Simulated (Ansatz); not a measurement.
One change: `BC(Cl)I` becomes `B[CH](Cl)[GaH2]`.

Ansatz, PBE0-D4/def2-TZVP geometries, multiplicity 1. 

Elements past krypton have def2 core potentials. Scalar relativity is left out up to krypton.

| property | `BC(Cl)I` |
| --- | --- |
| zero-point energy (PBE0-D4/def2-TZVP) / kJ/mol | 103.2 |
| ideal-gas entropy at 298 K and 1 bar (rigid rotor, harmonic PBE0-D4/def2-TZVP) / J/(mol·K) | 321 |
| size of the dipole moment (PBE/def2-TZVPP) / D | 1.20 |
| size of the dipole moment (B3LYP/def2-TZVPP) / D | 1.14 |
| size of the dipole moment (ωB97M-V/def2-TZVPP) / D | 1.14 |
| HOMO–LUMO gap (PBE0/def2-TZVPP) / eV | 5.85 |

(1) Give the same properties after the change, and the shifts. (Best estimate.)

Results:

(1) Ansatz gave: 
```
                                                                                  property  `B[CH](Cl)[GaH2]`  shift
                                            zero-point energy (PBE0-D4/def2-TZVP) / kJ/mol              137.7   34.5
ideal-gas entropy at 298 K and 1 bar (rigid rotor, harmonic PBE0-D4/def2-TZVP) / J/(mol·K)                332     11
                                            size of the dipole moment (PBE/def2-TZVPP) / D               1.15  -0.05
                                          size of the dipole moment (B3LYP/def2-TZVPP) / D               1.10  -0.04
                                        size of the dipole moment (ωB97M-V/def2-TZVPP) / D               1.13  -0.01
                                                      HOMO–LUMO gap (PBE0/def2-TZVPP) / eV               6.54   0.69
```

With PBE0 the HOMO rises by 0.12 eV and the LUMO rises by 0.80 eV, so the gap widens by about 0.68 eV. PBE moves the HOMO by 0.05 eV and ωB97M-V by 0.13 eV. The zero-point energy changes by 34.5 kJ/mol with +6 modes. Dipoles are sizes alone; their direction can turn.

B3LYP here is the variant with VWN-RPA as its local correlation; programs differ in this.

Spin–orbit coupling is left out; it splits and shifts lone-pair levels of the heavy atoms by tenths of an eV.
